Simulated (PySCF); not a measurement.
An unknown gives this computed stick spectrum. Theory: TDDFT CAM-B3LYP/def2-SVPD, vertical, gas phase, core orbitals frozen in the response (PySCF). Geometries: PBE0-D3(BJ)/def2-SVP, one conformer each.

| state | E (eV) | f | main configurations (H = HOMO, L = LUMO) |
| --- | --- | --- | --- |
| S1 | 8.73 | 0.0047 | H→L (73%), H→L+3 (10%), H-1→L (9%) |
| S2 | 8.78 | 0.0008 | H-1→L (74%), H-1→L+3 (10%), H→L (9%) |
| S3 | 9.33 | 0.0071 | H→L+2 (61%), H→L+3 (11%), H-1→L+2 (10%) |
| S4 | 9.37 | 0.0087 | H-1→L+2 (64%), H→L+2 (9%) |
| S5 | 9.49 | 0.067 | H→L+1 (72%), H→L+2 (8%) |
| S6 | 9.55 | 0.060 | H-1→L+1 (78%), H→L+1 (11%) |
| S7 | 9.95 | 0.023 | H→L+3 (48%), H→L+2 (11%), H→L (10%) |
| S8 | 10.06 | 0.034 | H-1→L+3 (46%), H-1→L+2 (14%), H-1→L+5 (11%) |
| S9 | 10.18 | 0.021 | H-2→L (39%), H→L+4 (14%) |
| S10 | 10.28 | 0.104 | H-2→L (21%), H→L+4 (13%), H-3→L (12%) |

Orbital energies (eV): HOMO-3 -12.30, HOMO-2 -11.94, HOMO-1 -10.78, HOMO -10.72, LUMO 1.24, LUMO+1 1.72, LUMO+2 1.77.

Question: Which candidate is it?
A. `FC(F)(F)OC1=COCC1`
B. `FC(F)(F)C(F)(F)C1CC1`
C. `O[C@@]12C[C@@H]1[C@H]2OC(F)(F)F`

Answer: B. Its S1, at 8.73 eV, is the highest among the candidates; the nearest of the others has S1 at 6.66 eV. S1 is HOMO→LUMO (73%), HOMO→LUMO+3 (10%), HOMO-1→LUMO (9%). Löwdin shares by element: HOMO carbon 80% or more (atoms not listed hold the other 20%); LUMO carbon 26% or more, hydrogen 20% or more (atoms not listed hold the other 53%). At the same level the other candidates give, for their lowest levels:
- `O[C@@]12C[C@@H]1[C@H]2OC(F)(F)F`: 6.66 eV (f 0.018); 7.10 eV (f 0.010); 7.30 eV (f 0.024); 7.45 eV (f 0.019); 8.05 eV (f 0.061); T1 6.38 eV; HOMO -8.36, LUMO 1.17 eV
- `FC(F)(F)OC1=COCC1`: 5.84 eV (f 0.004); 6.03 eV (f 0.152); 6.53 eV (f 0.000); 6.91 eV (f 0.001); 7.02 eV (f 0.000); T1 3.85 eV; HOMO -7.63, LUMO 1.17 eV

Conformer computed: `[F:1][C:2]([F:3])([F:4])[C:5]([F:6])([F:7])[CH:8]1[CH2:9][CH2:10]1`: F1–C2–C5–F6 179°, C2–C5–C8–C9 85°.
Triplets come from the Tamm–Dancoff approximation.
